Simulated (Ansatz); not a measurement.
Gas-phase electronic energies from Ansatz, PBE0-D4/def2-TZVP geometries. CCSD(T)/CBS adds triple-zeta CCSD(T) − MP2 to the extrapolated MP2 energy (def2 sets, frozen cores). This one scheme is used for every species. DFT in def2-TZVPP. B3LYP here is the variant with VWN-RPA as its local correlation; programs differ in this. Each species was taken in one conformer, which may not be the lowest.

`C[SiH](Cl)Cl` + `[NH2][AlH2]` → `C[SiH](Cl)[NH][AlH2]` + HCl  (ligand exchange at the Si–Cl bond)

`C[SiH](Cl)Cl`:

Z-matrix (Å, degrees):
```
C
Si 1 1.847
H 1 1.093 2 110.1
H 1 1.093 2 110.1 3 120.0
H 1 1.092 2 110.4 3 -120.0
Cl 2 2.049 1 109.8 3 179.8
Cl 2 2.049 1 109.8 3 60.2
H 2 1.477 1 113.5 3 -60.0
```

`[NH2][AlH2]`:

```xyz
6

N     0.753   -0.558   -0.023
Al   -0.665    0.493    0.020
H     1.703   -0.240   -0.123
H     0.728   -1.563    0.050
H    -0.433    2.054   -0.108
H    -2.086   -0.186    0.184
```

`C[SiH](Cl)[NH][AlH2]`:

Cartesian coordinates in Å:
```
C -0.266 -0.372 2.028
Si -0.657 -0.383 0.214
Cl -2.669 0.099 0.039
N 0.314 0.703 -0.687
Al 1.093 0.450 -2.276
H -0.917 -1.063 2.567
H 0.772 -0.667 2.195
H -0.414 0.626 2.449
H -0.498 -1.722 -0.398
H 0.393 1.631 -0.290
H 1.888 1.670 -2.895
H 0.961 -0.973 -2.946
```

HCl:

```xyz
2

Cl   -0.405   -0.165   -0.467
H     0.405    0.165    0.467
```

**Question.** Is it downhill or uphill in electronic energy at CCSD(T)/CBS, and by how much? (Best estimate.)

**Answer.** Ansatz gave: Uphill: ΔE = +30.3 kJ/mol.

**Question.** What do these levels give: PBE-D4, B3LYP-D4, ωB97X-V, B2PLYP, PBE0, B3LYP? (Best estimate.)

**Answer.** The calculation gave: PBE-D4 36.3, B3LYP-D4 31.7, ωB97X-V 33.4, B2PLYP 34.0, PBE0 37.9, B3LYP 37.3 kJ/mol.

Largest T1 diagnostic among the species: 0.011.

In def2-TZVPP, CCSD(T) changes the Hartree–Fock value by −7.9 kJ/mol (the triples alone add −0.6 kJ/mol) and MP2 by −4.4 kJ/mol. The D4 term adds −5.6 kJ/mol with B3LYP and −3.5 kJ/mol with PBE0; it sums over pairs of atoms, weighted by their polarisabilities, and B3LYP, whose exchange is more repulsive, gets the larger term.
